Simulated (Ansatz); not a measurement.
Calculation: frozen-core CCSD(T)/cc-pVTZ // TPSSh-D3(BJ)/def2-TZVP in Ansatz (a program for electronic structure).

Ansatz 0.2 input:
```yaml
crystal:
  periodic: [false, false, false]
  atoms:
    - { symbol: Cl, position_ang: [-1.102975, -1.780437, -0.001952] }
    - { symbol: Al, position_ang: [-0.034756, 0.000765, -0.000233] }
    - { symbol: Cl, position_ang: [-1.053285, 1.810839, -0.002205] }
    - { symbol: Br, position_ang: [2.196142, -0.029998, 0.004541] }
basis:
  gaussian: { orbitals: cc-pVTZ }
correlation:
  method: ccsd_t
```

Output:

```
Functional definition: HF
904 factors; integrals over basis functions are off by at most 1.0e-3 eV
mean field evaluation 1: about -101596.6952 eV, gradient 1.8e1 eV
mean field evaluation 2: about -101596.8696 eV, gradient 1.9e1 eV
mean field evaluation 4: about -101598.0406 eV, gradient 1.5e0 eV
mean field evaluation 8: about -101598.0673 eV, gradient 3.7e-5 eV
mean field evaluation 16: about -101597.7473 eV, gradient 1.4e0 eV
mean field -101598.06733254 eV, -3733.6601088274 hartree, gradient 4.6e-6 eV, S^2 0.000000; 0 other end points of the search recorded, 0 dependent functions left out
24 core orbitals not correlated
reference -101598.06733254 eV, -3733.6601088274 hartree; 17, 17 occupied and 104, 104 virtual orbitals, 904 factors
second order -17.95721734 eV of doubles, -0.00000000 eV of singles
cycle   1  -18.64917543 eV  change   -6.9e-1 eV  update   7.5e-2
cycle   2  -19.00544648 eV  change   -3.6e-1 eV  update   2.0e-2
cycle   3  -19.05838289 eV  change   -5.3e-2 eV  update   9.5e-3
cycle   4  -19.04920558 eV  change    9.2e-3 eV  update   2.4e-3
cycle   5  -19.04896423 eV  change    2.4e-4 eV  update   8.0e-4
cycle   6  -19.04883536 eV  change    1.3e-4 eV  update   2.1e-4
cycle   7  -19.04875414 eV  change    8.1e-5 eV  update   6.2e-5
cycle   8  -19.04878550 eV  change   -3.1e-5 eV  update   1.8e-5
perturbative correction -0.77649416 eV, -0.0285356339 hartree
Total energy: -101617.89261220 eV, -3734.3886744169 hartree
```

Cost: roughly 26 core-seconds.
